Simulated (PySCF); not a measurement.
Vibration and rotation of TcC

ROHF constants of TcC, ⁴Σ⁻ (quartet), unpaired electrons σ ↑, δ ↑↑ (basis Tc def2-TZVPP with ECP28, C def2-TZVPP; scalar-relativistic core potentials; PySCF 2.14; masses 98.9072 and 12.0000 u):

| Property | Result |
| --- | --- |
| ωe | 1205.0 cm⁻¹ |
| ωexe | 8.18 cm⁻¹ |
| Be | 0.63289 cm⁻¹ |
| αe | 0.00437 cm⁻¹ |

(1) What force constant and bond length do these constants imply?

(2) Estimate the centrifugal constant D from the Kratzer relation and find the Dunham coefficient a1.

Spin–orbit coupling is left out, which matters for elements this heavy, above all for dissociation energies. UHF is strongly spin-contaminated for TcC, so the ROHF reference used there is far from stable. Hartree–Fock leaves out correlation, which carries a large part of most bond energies and some tenths to 1 eV of ionisation energies. The state is the lowest single determinant that the PBE0 search found; with open d or f shells the true ground state can be another one.

## Answers

(1) Reduced mass μred = 10.702 u; k = 5.8918×10⁻⁷·μred·ωe² (u, cm⁻¹, mdyn/Å) = 9.16 mdyn/Å; Re = √(16.8576/(μred·Be)) (u, cm⁻¹, Å) = 1.578 Å.

(2) D = 4Be³/ωe² = 6.98e-07 cm⁻¹; a1 = −1 − αeωe/(6Be²) = -3.19.
